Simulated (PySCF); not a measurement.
A PySCF script (with the pyscf-properties extension) for the NMR shieldings of `CCC1=CCC[P@]1(C)=O`, C7H13OP, on a GFN2-xTB geometry:

```python
import basis_set_exchange as bse
import numpy as np
from pyscf import gto, dft
from pyscf.prop import nmr

atoms = """
C     2.344859    1.136236    0.273461
C     1.914650    0.167688   -0.822410
C     0.536903   -0.341180   -0.573694
C     0.099659   -1.591947   -0.652470
C    -1.359634   -1.847568   -0.405756
C    -2.096608   -0.515617   -0.544104
P    -0.842803    0.782310   -0.164702
C    -0.893982    0.976909    1.661648
O    -0.958538    2.051322   -0.893963
H     1.644160    1.968810    0.310935
H     3.338290    1.529184    0.069407
H     2.361704    0.639272    1.241863
H     2.616887   -0.666262   -0.903637
H     1.909088    0.702802   -1.777053
H     0.740270   -2.433448   -0.875573
H    -1.742276   -2.593383   -1.106328
H    -1.487482   -2.256088    0.601473
H    -2.405217   -0.345891   -1.578597
H    -2.981133   -0.447553    0.088632
H    -0.749982    0.028432    2.169752
H    -0.128888    1.684822    1.969558
H    -1.870340    1.390536    1.910709
"""
names = dict.fromkeys(["C", "P", "O", "H"], "pcSseg-1")
basis = {el: gto.basis.parse(bse.get_basis(n, elements=[el], fmt="nwchem")) for el, n in names.items()}
mol = gto.M(atom=atoms, basis=basis, charge=0, verbose=0)
mf = dft.RKS(mol, xc="PBE0")
mf.grids.level = 2
mf.grids.alignment = dft.numint.BLKSIZE   # the property module wants whole blocks of grid points
mf.conv_tol = 1e-9
mf.kernel()

calc = nmr.RKS(mf)   # GIAO
C = mf.mo_coeff
Co = C[:, mf.mo_occ > 0]
resp = mf.gen_response(singlet=True, hermi=2)
def vind(x):   # induced exchange potential for any number of trial vectors
    d = np.einsum("pi,xij,qj->xpq", C, 2 * x.reshape(-1, C.shape[1], Co.shape[1]), Co, optimize=True)
    return np.einsum("xpq,pi,qj->xij", resp(d - d.transpose(0, 2, 1)), C, Co, optimize=True).ravel()
mo1, _ = nmr.rhf.solve_mo1(calc, with_cphf=vind)
sigma = calc.kernel(mo1)
for i, s in enumerate(sigma):   # ppm
    w = np.linalg.eigvalsh((s + s.T) / 2)
    print("%2d %-2s iso %8.1f  s11 %8.1f  s22 %8.1f  s33 %8.1f" % (i, mol.atom_pure_symbol(i), w.mean(), *w))
```

Q: Give the expected output.

A: 
```
 0 C  iso    171.2  s11    162.6  s22    169.2  s33    181.9
 1 C  iso    158.5  s11    145.5  s22    158.2  s33    171.8
 2 C  iso     32.6  s11    -71.3  s22     29.0  s33    140.2
 3 C  iso     43.0  s11    -65.6  s22     54.3  s33    140.3
 4 C  iso    157.4  s11    147.2  s22    152.5  s33    172.5
 5 C  iso    152.7  s11    131.7  s22    153.1  s33    173.3
 6 P  iso    286.0  s11    164.5  s22    242.9  s33    450.5
 7 C  iso    165.3  s11    150.9  s22    158.0  s33    187.0
 8 O  iso    224.9  s11    119.4  s22    271.3  s33    283.9
 9 H  iso     29.8  s11     25.0  s22     30.3  s33     34.1
10 H  iso     30.4  s11     25.8  s22     27.4  s33     38.0
11 H  iso     30.9  s11     27.7  s22     29.3  s33     35.8
12 H  iso     29.3  s11     24.3  s22     28.9  s33     34.7
13 H  iso     28.9  s11     25.1  s22     27.3  s33     34.4
14 H  iso     25.4  s11     23.4  s22     24.9  s33     28.0
15 H  iso     29.3  s11     24.4  s22     27.0  s33     36.4
16 H  iso     29.6  s11     26.2  s22     27.2  s33     35.3
17 H  iso     29.8  s11     25.8  s22     28.0  s33     35.6
18 H  iso     29.9  s11     26.8  s22     28.1  s33     34.9
19 H  iso     30.8  s11     27.3  s22     29.5  s33     35.5
20 H  iso     30.0  s11     25.8  s22     29.5  s33     34.8
21 H  iso     30.1  s11     26.3  s22     28.0  s33     36.2
```

These numbers come from an equivalent density-fitted implementation of the same equations, which agrees with the script to about 0.01 ppm for H and up to a few tenths of a ppm for heavy atoms, so last digits may differ.

Q: Turn these shieldings into chemical shifts. References, each an isolated molecule treated in the same way: 13C (186.93 ppm), 1H (31.72 ppm) vs TMS; H3PO4 for 31P (318.38 ppm); 17O (336.08 ppm) vs H2O.

A: Averaging equivalent atoms: C 2: 154.3; C 3: 143.9; C 5: 34.2; C 4: 29.5; C 1: 28.4; C 7: 21.6; C 0: 15.7; P 6: 32.4; O 8: 111.2; H 14: 6.29; H 13: 2.82; H 15: 2.44; H 12: 2.38; H 16: 2.16; H 17: 1.93; H 18: 1.77; H 19/20/21: 1.40; H 9/10/11: 1.33 ppm. Experimental scales use liquid or dissolved standards, which lie at an offset from isolated H2O (liquid H2O: subtract about 36 ppm) and H3PO4.

Size and cost of the density-fitted run: 225 basis functions, 60 s wall time on 1 thread of an Arm Neoverse V1, shared host; peak memory 1.1 GiB.
